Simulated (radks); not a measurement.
The numbers below are computed, except where a source is named.
All-electron atom: Ca5+ in [Ne] 3s2 3p3.

Level of theory: scalar-relativistic Kohn-Sham, PBE, spin-polarised, spherical densities, finite nucleus; open shells are filled with parallel spins first; Fermi nuclear charge, rms radius 3.4776 fm (a radial shooting solver on a logarithmic mesh with Libxc functionals).

Energy parts (hartree):
part                       energy
total                  -672.22765
kinetic                 676.99048
electron-nucleus      -1553.44157
Hartree                 238.05770
exchange-correlation    -33.83426

Orbitals (lengths in bohr, moments of r in powers of bohr; r(90%) holds 90 % of the orbital's charge):
1s up: occ. 1; eigenvalue (hartree) -148.2787; <r^2> 0.007942; r(90%) 0.137
1s down: occ. 1; eigenvalue (hartree) -148.2392; <r^2> 0.007939; r(90%) 0.137
2s up: occ. 1; eigenvalue (hartree) -18.22615; <r^2> 0.1563; r(90%) 0.566
2s down: occ. 1; eigenvalue (hartree) -18.19117; <r^2> 0.1559; r(90%) 0.565
2p up: occ. 3; eigenvalue (hartree) -15.32453; <r^2> 0.1317; r(90%) 0.538
2p down: occ. 3; eigenvalue (hartree) -15.27457; <r^2> 0.1315; r(90%) 0.537
3s up: occ. 1; eigenvalue (hartree) -4.37167; <r^2> 1.297; r(90%) 1.57
3s down: occ. 1; eigenvalue (hartree) -4.15351; <r^2> 1.319; r(90%) 1.59
3p up: occ. 3; eigenvalue (hartree) -3.61385; <r^2> 1.434; r(90%) 1.67
3p down: occ. 0; eigenvalue (hartree) -3.40317; <r^2> 1.473; r(90%) 1.70

The highest occupied level is 3p up at -98.338 eV. The spin density at the nucleus is -0.5378 e/bohr^3 (1s -0.9613, 2s 0.2777, 3s 0.1458).
